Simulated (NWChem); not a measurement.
System: Si2NH6Cl; SMILES N[Si@@H]([SiH3])Cl

NWChem input:

```
start job
memory heap 200 mb stack 900 mb global 1100 mb
geometry units angstroms noautosym nocenter noautoz
  N     -1.931254     0.314059    -0.400002
  Si    -0.463579     0.088948     0.477942
  Si     0.519192    -1.939614    -0.172658
  Cl     0.978904     1.612461     0.198548
  H     -1.938531     0.208203    -1.408282
  H     -2.577559     1.041357    -0.112460
  H     -0.816123     0.164209     1.916510
  H      1.857889    -2.097925     0.454632
  H      0.674310    -1.968655    -1.653975
  H     -0.345304    -3.081325     0.235124
end
basis spherical
  N library def2-svp
  Si library def2-svp
  Cl library def2-svp
  H library def2-svp
end
dft
  xc b3lyp
  iterations 150
  mulliken
end
task dft energy
esp
  recalculate
  probe 0.07
  range 0.3
  factor 1.0
  spacing 0.02
end
task esp
```

NWChem printed, in part:

```
             Northwest Computational Chemistry Package (NWChem) 7.3.0
             --------------------------------------------------------

                             Geometry "geometry" -> ""
                             -------------------------

 Output coordinates in angstroms (scale by  1.889725989 to convert to a.u.)

  No.       Tag          Charge          X              Y              Z
 ---- ---------------- ---------- -------------- -------------- --------------
    1 N                    7.0000    -1.93125400     0.31405900    -0.40000200
    2 Si                  14.0000    -0.46357900     0.08894800     0.47794200
    3 Si                  14.0000     0.51919200    -1.93961400    -0.17265800
    4 Cl                  17.0000     0.97890400     1.61246100     0.19854800
    5 H                    1.0000    -1.93853100     0.20820300    -1.40828200
    6 H                    1.0000    -2.57755900     1.04135700    -0.11246000
    7 H                    1.0000    -0.81612300     0.16420900     1.91651000
    8 H                    1.0000     1.85788900    -2.09792500     0.45463200
    9 H                    1.0000     0.67431000    -1.96865500    -1.65397500
   10 H                    1.0000    -0.34530400    -3.08132500     0.23512400

 Effective nuclear repulsion energy (a.u.)     271.4329350490

                                 NWChem DFT Module
                                 -----------------

 Summary of "ao basis" -> "ao basis" (spherical)
 ------------------------------------------------------------------------------
       Tag                 Description            Shells   Functions and Types
 ---------------- ------------------------------  ------  ---------------------
 N                          def2-svp                 6       14   3s2p1d
 Si                         def2-svp                 8       18   4s3p1d
 Cl                         def2-svp                 8       18   4s3p1d
 H                          def2-svp                 3        5   2s1p

            General Information
            -------------------
          SCF calculation type: DFT
          Wavefunction type:  closed shell.
          No. of atoms     :    10
          No. of electrons :    58
           Alpha electrons :    29
            Beta electrons :    29
          Charge           :     0
          Spin multiplicity:     1
          Use of symmetry is: off; symmetry adaption is: off
          Maximum number of iterations: 150
          AO basis - number of functions:    98
                     number of shells:    48
          Convergence on energy requested:  1.00D-06
          Convergence on density requested:  1.00D-05
          Convergence on gradient requested:  5.00D-04

              XC Information
              --------------
                         B3LYP Method XC Potential
                     Hartree-Fock (Exact) Exchange  0.200
                        Slater Exchange Functional  0.800 local
                    Becke 1988 Exchange Functional  0.720 non-local
              Lee-Yang-Parr Correlation Functional  0.810
                  VWN I RPA Correlation Functional  0.190 local

             Grid Information
             ----------------
          Grid used for XC integration:  medium
          Radial quadrature: Mura-Knowles
          Angular quadrature: Lebedev.
          Tag              B.-S. Rad. Rad. Pts. Rad. Cut. Ang. Pts.
          ---              ---------- --------- --------- ---------
          N                   0.65       49          11.0       434
          Si                  1.10       88          11.0       590
          Cl                  1.00       88          12.0       590
          H                   0.35       45          13.0       434
          Grid pruning is: on
          Number of quadrature shells:   583
          Spatial weights used:  Erf1

      Superposition of Atomic Density Guess
      -------------------------------------

 Sum of atomic energies:       -1094.04046351

      Non-variational initial energy
      ------------------------------

[...]

                     NWChem Electrostatic Potential Fit Module
                     -----------------------------------------

 Atom parameters

 Number of atoms is                                   10
 Number of basis functions is                         98

 Grid parameters

 Maximum number of grid points is                  46629
 Number of grid points is                          46628
 Grid range                                     0.300000 nm
 Grid spacing                                   0.020000 nm
 Probe radius                                   0.070000 nm
 Atom radius factor                             1.000000

 Atomic radii

    1    0.100000
    7    0.140000
   14    0.187000
   17    0.169000
 FASTESP  F
  using M.O. file = ./job.movecs

    Atom              Coordinates                           Charge

                                                  ESP

    1 N    -0.193125    0.031406   -0.040000   -0.832521
    2 Si   -0.046358    0.008895    0.047794    0.612286
    3 Si    0.051919   -0.193961   -0.017266    0.192572
    4 Cl    0.097890    0.161246    0.019855   -0.290983
    5 H    -0.193853    0.020820   -0.140828    0.320492
    6 H    -0.257756    0.104136   -0.011246    0.340409
    7 H    -0.081612    0.016421    0.191651   -0.123476
    8 H     0.185789   -0.209793    0.045463   -0.077667
    9 H     0.067431   -0.196866   -0.165398   -0.061820
   10 H    -0.034530   -0.308133    0.023512   -0.079291
                                            ------------
                                               -0.000000

 Dipole moment                                  0.864236

 Quadrupole moment Qxx                         -3.046011
                   Qyy                         -3.855904
                   Qzz                          6.901914

 RMS deviation kJ/mol                           0.060463

 RRMS %                                        35.463405
```

Level: B3LYP/def2-SVP. Structure relaxed at the B3LYP/6-31G* (spherical d) level.
